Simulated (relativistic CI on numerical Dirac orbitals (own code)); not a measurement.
# Electric-dipole transitions in Au¹⁰⁺

Computed by Dirac-Coulomb-Breit CI, KLI orbitals optimised for each configuration, model QED (radiative potential, 1s self-energy scaled to tabulated hydrogen-like ionisation energies), valence Slater integrals scaled by 0.9, P86 correlation estimate, and configurations built on the next ion tied to the tabulated ionisation energy (semi-empirical) (own radial code, finite nucleus).

CI space (outside the closed core [Kr] 4d10): 4f¹⁴5s²5p⁶5d, 4f¹⁴5s²5p⁶6s, 4f¹⁴5s²5p⁶6p, 4f¹⁴5s²5p⁶6d, 4f¹⁴5s²5p⁶7s, 4f¹⁴5s²5p⁶5f, 4f¹⁴5s²5p⁶6f, 4f¹⁴5s²5p⁵5d², 4f¹⁴5s²5p⁶5g, 4f¹⁴5s²5p⁴5d³, 4f¹⁴5s5p⁶5d², 4f¹⁴5s²5p⁵5d5f, 4f¹²5s²5p⁶5d³, 4f¹⁴5s²5p⁶7p, 4f¹⁴5s²5p⁵6s², 4f¹⁴5s²5p⁵5d6s, 4f¹⁴5s²5p⁵5d5g, 4f¹³5s²5p⁶5d², 4f¹⁴5p⁶5d³, 4f¹⁴5s5p⁶5d5f, 4f¹⁴5s²5p⁶7d, 4f¹⁴5s²5p⁵6s6p, 4f¹⁴5s²5p⁴5d5f², 4f¹⁴5s²5p⁵5d6p. Levels of other configurations are missing.

```csv
λ vac (nm),Lower,Upper,A (s⁻¹),gf,Branching (%)
12.103,4f¹⁴5s²5p⁶5d ²D3/2 [1],4f¹⁴5s²5p⁶6f ²F°5/2 [88],1.73e+09,2.28e-02,10.4
12.368,4f¹⁴5s²5p⁶5d ²D5/2 [2],4f¹⁴5s²5p⁶6f ²F°7/2 [95],3.58e+10,6.56e-01,58.5
12.594,4f¹⁴5s²5p⁶5d ²D3/2 [1],4f¹⁴5s²5p⁶7p ²P°3/2 [65],1.00e+10,9.51e-02,23.9
12.858,4f¹⁴5s²5p⁶5d ²D3/2 [1],4f¹⁴5s²5p⁶7p ²P°1/2 [59],1.48e+11,7.36e-01,92.8
12.951,4f¹⁴5s²5p⁶5d ²D5/2 [2],4f¹⁴5s²5p⁶7p ²P°3/2 [65],1.54e+10,1.55e-01,36.9
12.978,4f¹⁴5s²5p⁶5d ²D3/2 [1],4f¹⁴5s²5p⁶7p ²P°1/2 [58],6.37e+09,3.22e-02,37.7
19.735,4f¹⁴5s²5p⁶6s ²S1/2 [3],4f¹⁴5s²5p⁶7p ²P°3/2 [65],5.27e+09,1.23e-01,12.6
20.130,4f¹⁴5s²5p⁶5d ²D3/2 [1],4f¹⁴5s²5p⁶5f ²F°5/2 [17],2.96e+09,1.08e-01,98.5
20.390,4f¹⁴5s²5p⁶6s ²S1/2 [3],4f¹⁴5s²5p⁶7p ²P°1/2 [59],6.02e+09,7.50e-02,3.8
20.694,4f¹⁴5s²5p⁶6s ²S1/2 [3],4f¹⁴5s²5p⁶7p ²P°1/2 [58],5.17e+09,6.64e-02,30.6
21.038,4f¹⁴5s²5p⁶5d ²D5/2 [2],4f¹⁴5s²5p⁶5f ²F°7/2 [18],1.08e+10,5.72e-01,100.0
22.231,4f¹⁴5s²5p⁶5d ²D3/2 [1],4f¹⁴5s²5p⁶6p ²P°3/2 [5],4.11e+09,1.22e-01,8.6
23.369,4f¹⁴5s²5p⁶5d ²D5/2 [2],4f¹⁴5s²5p⁶6p ²P°3/2 [5],3.68e+10,1.20e+00,77.1
24.728,4f¹⁴5s²5p⁶5d ²D3/2 [1],4f¹⁴5s²5p⁶6p ²P°1/2 [4],3.64e+10,6.67e-01,93.5
31.760,4f¹⁴5s²5p⁶6p ²P°1/2 [4],4f¹⁴5s²5p⁶7s ²S1/2 [53],1.32e+10,4.00e-01,32.8
31.964,4f¹⁴5s²5p⁶5f ²F°5/2 [17],4f¹⁴5s²5p⁶5g ²G7/2 [74],1.56e+10,1.91e+00,34.0
31.999,4f¹⁴5s²5p⁶5f ²F°7/2 [18],4f¹⁴5s²5p⁶5g ²G9/2 [75],2.32e+10,3.56e+00,50.8
37.115,4f¹⁴5s²5p⁶6p ²P°3/2 [5],4f¹⁴5s²5p⁶7s ²S1/2 [53],2.70e+10,1.12e+00,67.1
45.547,4f¹⁴5s²5p⁶6p ²P°1/2 [4],4f¹⁴5s²5p⁶6d ²D3/2 [37],2.07e+10,2.58e+00,79.3
49.428,4f¹⁴5s²5p⁶6d ²D3/2 [37],4f¹⁴5s²5p⁶6f ²F°5/2 [88],1.38e+10,3.04e+00,83.6
50.428,4f¹⁴5s²5p⁶6d ²D5/2 [38],4f¹⁴5s²5p⁶6f ²F°7/2 [95],2.53e+10,7.71e+00,41.4
54.846,4f¹⁴5s²5p⁶6p ²P°3/2 [5],4f¹⁴5s²5p⁶6d ²D5/2 [38],1.69e+10,4.57e+00,84.4
57.429,4f¹⁴5s²5p⁶6p ²P°3/2 [5],4f¹⁴5s²5p⁶6d ²D3/2 [37],2.48e+09,4.91e-01,9.5
61.528,4f¹⁴5s²5p⁶6s ²S1/2 [3],4f¹⁴5s²5p⁶6p ²P°3/2 [5],6.83e+09,1.55e+00,14.3
61.780,4f¹⁴5s²5p⁶6d ²D5/2 [38],4f¹⁴5s²5p⁶7p ²P°3/2 [65],8.14e+09,1.86e+00,19.5
68.230,4f¹⁴5s²5p⁶6d ²D3/2 [37],4f¹⁴5s²5p⁶7p ²P°1/2 [58],4.93e+09,6.88e-01,29.2
74.120,4f¹⁴5s²5p⁶5f ²F°7/2 [18],4f¹⁴5s²5p⁶6d ²D5/2 [38],1.66e+09,8.21e-01,8.3
85.395,4f¹⁴5s²5p⁶6s ²S1/2 [3],4f¹⁴5s²5p⁶6p ²P°1/2 [4],2.55e+09,5.57e-01,6.5
89.742,4f¹⁴5s²5p⁶7p ²P°1/2 [58],4f¹⁴5s²5p⁶7d ²D3/2 [150],3.19e+09,1.54e+00,23.3
95.945,4f¹⁴5s²5p⁶7p ²P°1/2 [59],4f¹⁴5s²5p⁶7d ²D3/2 [150],2.82e+09,1.56e+00,20.5
108.43,4f¹⁴5s²5p⁶7p ²P°3/2 [65],4f¹⁴5s²5p⁶7d ²D5/2 [154],5.03e+09,5.32e+00,41.0
133.77,4f¹⁴5s²5p⁶7s ²S1/2 [53],4f¹⁴5s²5p⁶7p ²P°3/2 [65],2.02e+09,2.17e+00,4.8
179.26,4f¹⁴5s²5p⁶6f ²F°7/2 [95],4f¹⁴5s²5p⁶7d ²D5/2 [154],9.33e+08,2.70e+00,7.6
179.60,4f¹⁴5s²5p⁶6f ²F°5/2 [88],4f¹⁴5s²5p⁶7d ²D3/2 [150],5.50e+08,1.06e+00,4.0
482.96,4f¹⁴5s²5p⁶5g ²G9/2 [75],4f¹⁴5s²5p⁶6f ²F°7/2 [95],2.93e+07,8.19e-01,0.0
```

Terms are leading LS components. Brackets give the number of a level in order of energy, since labels repeat. The list gives strong lines, with weight on those to low levels, without configurations that were not tied to measured data, without lines whose two gauges differ by over a factor of 2.5, among the lowest 300 of 3487 levels, so that lines to higher ones, which can be the strongest, are missing. Levels whose partners in the same complex of configurations lie outside the list can be far off, and so can their lines. Rates are taken at the computed energies, electric ones in the length gauge.

Configurations that consist of the next ion and one excited electron were tied to the tabulated ionisation energy; Rydberg ones are usually within 1,000 to 3,000 cm⁻¹ and the lowest ones within about 6,000 (9,000 in d shells), while levels on excited terms of the next ion carry the error of that term, and the other configurations can be misplaced by 10,000 cm⁻¹ or more. Rates follow the energies as ν³ (E1, M1) or ν⁵ (E2), so rates, branching and lifetimes can be off by large factors. Levels and lines within the n = 5 or 6 shells can be off by up to 10 % or somewhat more, and those that change n by about 2 %, since core polarisation is missing. Levels that differ in their count of f electrons can be misplaced by several ten thousand cm⁻¹, since the correlation energy of f electrons is missing or only estimated; rates across such gaps can be off by orders of magnitude.

Question: From the table, what is the radiative lifetime of 4f¹⁴5s²5p⁶7p ²P°3/2?

Answer: The listed rates from this level add up to about 4.09e+10 s⁻¹, 98 % of its decay; with all channels τ = 2.39e-11 s.

LS names give the leading component of a level, which can be under half, so a name can repeat, a term be missing and a line seem to break the LS rules.
